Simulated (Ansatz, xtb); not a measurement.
**Isomers of CH3FGe in order of energy**

3 gas-phase structures of CH3FGe, found in a search over its isomers (lower ones may exist). Each was relaxed with GFN2-xTB; where two conformers were screened, the lower at r2SCAN-D4/def2-SVP is listed:

A. `[CH3][Ge][F]`, a singlet
B. `[CH2]=[GeH][F]`, a singlet
C. `F[CH2][GeH]`, a singlet

Task: Estimate their order in r2SCAN-D4/def2-SVP energy at these geometries, lowest first.

Result: Calculated order at r2SCAN-D4/def2-SVP: A (0.000), B (1.509), C (2.265) eV.

Energies above the lowest of each column, in eV; the last columns are at B3LYP-D3(BJ)/6-311G** geometries and were run for some of them only (a dash: not run or not comparable):

```tsv
structure	GFN2-xTB	HF/STO-3G	r2SCAN-D4/def2-SVP	B3LYP-D3(BJ)/6-311G**	CCSD(T)/def2-TZVPP
A	0.000	0.000	0.000	0.000	0.000
B	2.550	2.100	1.509	1.541	1.269
C	2.291	1.400	2.265	–	–
```

Every level run on A puts it lowest or level with the lowest. Flexible structures stand in one conformer each, not always the lowest. Frequencies (B3LYP-D3(BJ)/6-311G**) were run for A, B alone.

Programs: Ansatz 0.2.0, xtb 6.7.1 (Pople sets with spherical d functions).
